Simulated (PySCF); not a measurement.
Gas-phase reaction: 2 BaOH + H2O2 = 2 Ba(OH)2

Method: PySCF energies plus ideal-gas RRHO corrections (1 bar). Table values come from the NASA 1993 polynomials. † marks an energy on the PBE0/def2-TZVP geometry and frequencies. CCSD(T) freezes the core. Open shells (unrestricted): BaOH (multiplicity 2); the rest are closed-shell singlets. Ba: scalar-relativistic def2 core potential, no spin-orbit coupling. CCSD(T) isn't extrapolated to the basis-set limit. The table's entry may be an old estimate for BaOH, Ba(OH)2 (not checked at source).

```json
[
 {"level": "table", "ΔH°(298 K), kJ": "-664.0"},
 {"level": "CCSD(T)/def2-TZVPP†", "ΔH°(298 K), kJ": "-631.5"},
 {"level": "M06-2X/def2-TZVP†", "ΔH°(298 K), kJ": "-641.3"},
 {"level": "PBE/def2-TZVP†", "ΔH°(298 K), kJ": "…"},
 {"level": "r2SCAN/def2-TZVP†", "ΔH°(298 K), kJ": "…"},
 {"level": "ωB97M-V/def2-TZVP†", "ΔH°(298 K), kJ": "…"}
]
```

Q: Some entries are withheld; supply them.

A: 
- PBE/def2-TZVP†, ΔH°(298 K), kJ: -620.9
- r2SCAN/def2-TZVP†, ΔH°(298 K), kJ: -651.4
- ωB97M-V/def2-TZVP†, ΔH°(298 K), kJ: -663.5
